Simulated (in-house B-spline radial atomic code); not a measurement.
Settings and results of a run for an ion of nuclear charge 7.5 with 3 electrons. Method: Dirac-Hartree-Fock, average of configuration, Fermi nucleus of rms radius 2.5582 fm. Calculated with a radial B-spline atomic code at the basis-set limit.

Command:
```bash
python run_scf.py task.json out
```
Settings (nuclear radius in fm, mass in u):
```
Z                7.5
configuration    [He] 2s1
hamiltonian      dirac
method           hf
spin_polarised   False
nucleus          fermi
rms_radius       2.5582
atomic_mass      14.00307
speed_of_light   137.035999084
```

Output (hartree, bohr):
```
 radial grid: 66 intervals, B-splines of order 8, outer radius 7.6923 bohr

 iter        energy (Eh)    residual
    1        -55.3055838    4.26e-01
    2        -56.0113425    8.08e-03
    3        -56.0116595    3.92e-03
    4        -56.0117351    1.90e-03
    5        -56.0117589    7.42e-05
    6        -56.0117590    1.86e-06
    7        -56.0117590    2.28e-09

 total energy                      -56.011759
 kinetic                             56.09308
 electron-nucleus                  -119.05378
 electron-electron                    6.94895

 orbital      occ     eigenvalue          <r>       <r^2>       <1/r>     <1/r^2>       <r^4>       r_max    small
 1s1/2      2.000      -22.38090     0.210798    0.059722     7.18812     104.753  0.00916368      0.1379  6.87e-04
 2s1/2      1.000       -4.30102     0.966049     1.08869     1.49759     9.07641     1.97608       0.821  1.18e-04
```


For the Dirac Hamiltonian the kinetic term is c α·p + (β - 1)c².
